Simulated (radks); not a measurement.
The numbers below are computed, except where a source is named.
Problem. Ho II, 66 electrons, occupied as [Xe] 4f11 6s1. Level of theory: scalar-relativistic Kohn-Sham, r2SCAN, spin-polarised, spherical densities, finite nucleus; open shells are filled with parallel spins first (spin-orbit coupling, left out, can overturn this in heavy ions); meta-GGA in the generalised Kohn-Sham scheme; Fermi nuclear charge, rms radius 5.2022 fm (a radial shooting solver on a logarithmic mesh with Libxc functionals). Some entries of the table are withheld. Estimate them.

orbital,occ.,eigenvalue (eV),<r^2> (bohr^2),r(max) (bohr)
1s up,1,-55574.52,0.0005884,0.01311
1s down,1,-55574.50,0.0005884,0.01311
2s up,1,-9323.800,0.009167,0.07458
2s down,1,-9323.794,0.009167,0.07458
2p up,3,-8257.660,0.007443,0.06061
2p down,3,-8257.646,0.007443,0.06061
3s up,1,-2096.528,0.06024,0.2110
3s down,1,-2094.933,0.06019,0.2110
3p up,3,-1769.065,0.06064,0.2075
3p down,3,-1767.468,0.06057,0.2075
3d up,5,-1353.173,0.05077,0.1698
3d down,5,-1351.942,0.05069,0.1697
4s up,1,-425.1409,0.3041,0.4840
4s down,1,-421.6562,0.3041,0.4839
4p up,3,-316.8795,0.3442,0.5056
4p down,3,-313.4076,0.3443,0.5055
4d up,5,-170.0125,0.4132,0.5233
4d down,5,-166.5361,0.4141,0.5231
5s up,1,-59.0823,1.828,1.134
5s down,1,-57.4905,1.870,1.142
5p up,3,-33.7743,2.591,1.293
5p down,3,-32.6915,2.629,1.306
4f up,7,-10.7766,0.9478,0.5241
6s up,1,-9.4665,(1),(2)
4f down,4,-7.7011,1.068,0.5256
6s down,0,-7.6703,(3),(4)

Solution. 
(1) 6s up <r^2> (bohr^2): 15.10
(2) 6s up r(max) (bohr): 3.247
(3) 6s down <r^2> (bohr^2): 17.22
(4) 6s down r(max) (bohr): 3.321
